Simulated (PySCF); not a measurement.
An unknown is described by computed data only.

Formula: C5H2Cl2O2.

| Quantity | Value |
| --- | --- |
| Triplet | lowest triplet excitation (Tamm–Dancoff): 3.04 eV [TDA CAM-B3LYP/def2-SVPD] |
| Dipole | 3.84 D [CAM-B3LYP/def2-SVPD] |
| 13C NMR | chemical shifts (computed TMS as zero) by class: 162.9 (1 C), 155.9 (1 C), 150.0 (1 C), 131.4 (1 C), 119.0 (1 C) ppm [GIAO PBE0/pcSseg-1] |
| UV, strongest line | among the 8 lowest singlet transitions: S2 at 4.77 eV (260 nm, f = 0.439) [TDDFT CAM-B3LYP/def2-SVPD] |
| Rotational structure | rotational constants A, B, C: 2.489, 0.694, 0.543 GHz [GFN2-xTB] |
| NMR, other nuclei | isotropic shieldings of nuclei other than C and H, by class: -198 (1 O), 12 (1 O), 523 (1 Cl), 712 (1 Cl) ppm [GIAO PBE0/pcSseg-1] |
| UV, first state | lowest singlet excitation: 4.70 eV (264 nm, f = 0.000) [TDDFT CAM-B3LYP/def2-SVPD] |
| Polarisability | 95.8 au [CAM-B3LYP/def2-SVPD] |

Gas-phase values; electronic properties from PySCF, density fitting. Levels stand in brackets. The structure is a single GFN2-xTB conformer in the gas phase; no vibrational or solvent corrections. Each NMR value is the plain mean over a class of atoms that symmetry, rotation or inversion makes alike.

Question: Give a SMILES that accounts for the data.

Answer: Numbering: `[O:1]=[C:2]([Cl:3])[c:4]1[cH:5][cH:6][c:7]([Cl:8])[o:9]1`. Its formula, C5H2Cl2O2, gives 4 degrees of unsaturation: 1 ring and 3 π bonds in the structure found (Kekulé form). 5 carbons fall into 5 classes; from least to most shielded: acyl halide carbon [C2] (162.9 ppm), aromatic C–Cl carbon [C7] (155.9 ppm), substituted aromatic carbon [C4] (150.0 ppm), aromatic CH carbon [C5] (131.4 ppm), aromatic CH carbon [C6] (119.0 ppm). The other shieldings belong to: -198 ppm, carbonyl oxygen [O1]; 12 ppm, furan-type oxygen [O9]; 523 ppm, chlorine bonded to C [Cl3]; 712 ppm, aryl chlorine [Cl8]. S1 is mainly HOMO−1→LUMO (weight 0.88); the largest Löwdin shares of the orbital it empties are 0.54 on the carbonyl oxygen, 0.33 on the chlorine bonded to C and 0.07 on the acyl halide carbon, of the orbital it fills 0.21 on the acyl halide carbon, 0.18 on the carbonyl oxygen, 0.15 on an aromatic CH carbon and 0.11 on the aromatic C–Cl carbon. The optimised geometry has point group Cs and is an asymmetric top. Structure: `C(=O)(c1ccc(o1)Cl)Cl`. Computed isomers that give other values at the same levels: `O=C(Cl)c1cc(Cl)co1` (13C chemical shifts (computed TMS as zero) by class: 164.1 (1 C), 151.7 (1 C), 150.3 (1 C), 133.2 (1 C), 130.5 (1 C) ppm). The assignments are read from this structure; whether some other isomer fits the data as well wasn't checked.

The values belong to the conformer `[O:1]=[C:2]([Cl:3])[c:4]1[cH:5][cH:6][c:7]([Cl:8])[o:9]1`: O1–C2–C4–C5 0°.
